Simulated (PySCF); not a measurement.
EPR parameters of [CH8O2Si3]-

CH8O2Si3 (charge -1 and doublet state).
SMILES with atom numbers: `[O-:1][CH:2][Si@@H:3]([SiH3:4])[O:5][SiH3:6]` (hydrogens: H7 on C2; H8 on Si3; H9, H10, H11 on Si4; H12, H13, H14 on Si6)

Structure used (GFN2-xTB), in Å, numbered top down from 1:
```
atom  x, y, z in Å
O1    -1.8337    2.8654   -0.3183
C2    -0.7877    2.1563   -0.2021
Si3   -0.6157    0.6423    0.8530
Si4   -1.6493   -1.4169    0.5773
O5     1.0327    0.2583    0.8359
Si6    2.3257   -0.3123    0.1365
H7    -0.0044    2.2720   -0.9947
H8    -0.7462    0.9626    2.3109
H9    -3.1169   -1.2615    0.4728
H10   -1.5823   -2.6096    1.4727
H11   -1.2864   -2.0682   -0.7048
H12    2.2670   -0.2809   -1.3312
H13    3.4653    0.5005    0.5903
H14    2.5313   -1.7083    0.5595
```

The hyperfine couplings belong to this conformer and change with its torsions.

Theory: PySCF 2.14.0, UKS B3LYP, pcH-1 on C H O Si, non-relativistic, mean-field spin-orbit, GIAO. GFN2-xTB frequencies show an imaginary mode (35i cm⁻¹), so this geometry is no minimum at that level. Whether the extra electron is bound in the gas phase wasn't checked; a finite basis holds it in any case. A GFN2-xTB geometry isn't a minimum of the functional, and hyperfine couplings can be far from their values at a DFT geometry, by a factor of two or more for some ions and for spin on atoms past the first row. Stability of the SCF solution: not tested.

- g1, g2, g3: 2.00195, 2.00489, 2.00792
- g_iso: 2.00492
- Form of g: rhombic: the two nearest values differ by 49 % of g3 − g1
- ⟨S²⟩: 0.7554 (exact 0.7500)
- α and β electrons: 37, 36
- HOMO–LUMO gap, α and β orbitals: 2.33, 4.22 eV

Isotropic coupling and dipolar principal values T1 to T3, in 10⁻⁴ cm⁻¹ (1 × 10⁻⁴ cm⁻¹ = 2.998 MHz):

```tsv
atom	isotope	a_iso	of which spin–orbit	T1	T2	T3	Mulliken spin population
O1	17O	-9.4	-0.1	-38.0	18.8	19.2	0.32
C2	13C	25.5	0.0	-9.6	-7.2	16.8	0.30
Si3	29Si	-17.7	0.1	-7.8	3.0	4.8	0.21
Si4	29Si	-68.6	0.1	-6.2	1.9	4.4	0.13
O5	17O	-2.1	0.0	-0.2	0.1	0.2	0.00
Si6	29Si	-0.7	0.0	-0.3	0.1	0.2	0.00
H7	1H	-1.0	0.0	-3.7	-0.5	4.2	0.00
H8	1H	6.2	0.0	-1.1	-0.3	1.4	0.00
H9	1H	-2.2	0.0	-0.7	-0.1	0.8	-0.01
H10	1H	22.2	0.0	-0.8	-0.3	1.1	0.05
H11	1H	-2.3	0.0	-0.8	-0.2	0.9	0.00
H12	1H	0.0	0.0	-0.3	-0.2	0.5	0.00
H13	1H	-0.1	0.0	-0.2	-0.2	0.4	0.00
H14	1H	0.1	0.0	-0.3	-0.1	0.4	0.00
```

The largest Mulliken spin populations are on O1 (+0.32), C2 (+0.30), Si3 (+0.21) and Si4 (+0.13). Three atoms exceed +0.15.

C2, the radical centre as drawn in `[O-][CH][Si@@H]([SiH3])O[SiH3]`, holds a spin population of +0.30 out of 1.

Axes: g3 points within 10° of the O1–C2 bond.

Under fast tumbling the dipolar parts average out, and these isotropic splittings remain: 1 × 1H (H8, I = 1/2, 2 lines) with 0.66 mT, 3 × 1H (H9/H10/H11, I = 1/2, 4 lines) with 0.63 mT and 1 × 1H (H7, I = 1/2, 2 lines) with 0.10 mT.

Means are taken over nuclei equivalent by connectivity, which assumes that they swap fast. The three 1H nuclei of mean +17.6 MHz run from -6.8 to 66.4 MHz in the frozen geometry.

The 29Si coupling of Si4 (-205.8 MHz) shows only in satellite lines or after enrichment, since that isotope makes up about 4.7 % of natural silicon.

The 13C coupling of C2 (76.6 MHz) shows only in satellite lines or after enrichment, since that isotope makes up about 1.07 % of natural carbon.
